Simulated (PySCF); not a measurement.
## Electron correlation in Fe (iron, neutral)

[Ar] 3d7 4s1, high-spin 5F determinant (an excited configuration). Computed with PySCF 2.14 in aug-cc-pVDZ (7s6p4d2f, 59 functions), with no relativity, point nucleus. Frozen: [Ar]; 8 electrons correlated.

```
  level  correlation energy (mhartree)
   CCSD                        -195.93
    (T)                          -7.69
CCSD(T)                        -203.62
```

Diagnostics: T1 = 0.028, D1 = 0.0603, largest double amplitude 0.031.

Cost of the coupled-cluster step: of the order of 4 core-seconds, for 8 correlated electrons.
